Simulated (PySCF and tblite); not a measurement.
The numbers below are computed, except where a source is named.
System: C₄H₁₃BOSi, numbered as in [BH3-:1][O+:2]([CH3:3])[CH2:4][SiH2:5][CH:6]=[CH2:7].

Motion: pyramidal inversion at O2. GFN2-xTB gives an electronic barrier of 5.7 kcal/mol and a reaction energy of 0.1 kcal/mol.

Q: What does PBE/pcSseg-1 + D3(BJ) give on GFN2-xTB geometries?

A: A barrier of 4.2 kcal/mol, 1.5 below the tight-binding barrier (from unrounded values), a reaction energy of 1.3 kcal/mol and, with GFN2-xTB thermal terms, ΔG‡(298 K) = 3.4 kcal/mol and k = 2×10¹⁰ s⁻¹ (1 equivalent path).

Programs: tblite and PySCF.
